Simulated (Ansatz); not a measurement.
Consider the formal exchange of groups at a B–Te bond: `ClB[TeH]` + `BC[SiH3]` → `BC([SiH3])BCl` + H₂Te.

Isolated molecules relaxed with PBE0-D4/def2-TZVP in Ansatz; ΔE leaves out vibrations. CCSD(T)/CBS adds triple-zeta CCSD(T) − MP2 to the extrapolated MP2 energy (def2 sets, frozen cores). Functionals use def2-TZVPP. B3LYP here is the variant with VWN-RPA as its local correlation; programs differ in this. Elements past krypton have def2 core potentials. For Te outer-core shells are correlated without core-valence functions, which leaves a few kJ/mol of doubt a bond. One conformer a species, not always the lowest.

```csv
level,ΔE (kJ/mol),difference from CCSD(T)/CBS
PBE-D4,25.4,-0.7
r2SCAN-D4,24.2,-1.9
B3LYP-D4,25.8,-0.3
ωB97X-V,20.6,-5.5
B2PLYP,29.0,2.9
PBE,28.3,2.2
r2SCAN,25.4,-0.7
B3LYP,30.2,4.1
HF/def2-TZVPP,28.7,2.6
MP2/def2-TZVPP,27.0,0.9
CCSD/def2-TZVPP,23.1,-3.0
HF/def2-QZVPP,28.3,2.2
MP2/def2-QZVPP,28.3,2.2
SCS-MP2/def2-QZVPP,28.5,2.4
HF/CBS(def2),28.3,2.2
CCSD/CBS(def2),25.7,-0.4
CCSD(T)/CBS,26.1,0
```

Largest T1 diagnostic among the species: 0.014.

The D4 term adds −4.3 kJ/mol with B3LYP and −2.7 kJ/mol with PBE0; it sums over pairs of atoms, weighted by their polarisabilities, and B3LYP, whose exchange is more repulsive, gets the larger term.
